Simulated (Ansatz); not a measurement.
`BN([SiH3])[SiH](C)C`, charge 0, multiplicity 1.

Question: Give a relaxed structure at PBE0-D4/def2-TZVP (the Gaussian-basis code of Ansatz). (Best estimate.)

Answer: Ansatz gave: 
Cartesian coordinates in Å:
```
B 1.879 -0.281 0.408
N 0.663 -0.707 -0.151
Si 0.500 -2.254 -0.949
Si -0.746 0.355 -0.043
C -1.201 0.646 1.739
C -0.425 1.948 -0.952
H 2.855 -0.975 0.353
H 1.939 0.793 0.947
H -0.532 -3.077 -0.264
H 1.807 -2.953 -0.915
H 0.067 -2.059 -2.358
H -1.844 -0.396 -0.723
H -1.401 -0.299 2.249
H -2.097 1.268 1.813
H -0.390 1.154 2.267
H 0.407 2.491 -0.498
H -1.307 2.593 -0.925
H -0.177 1.755 -1.998
```
Point group Cs.
This is one stationary point; other conformers may exist.
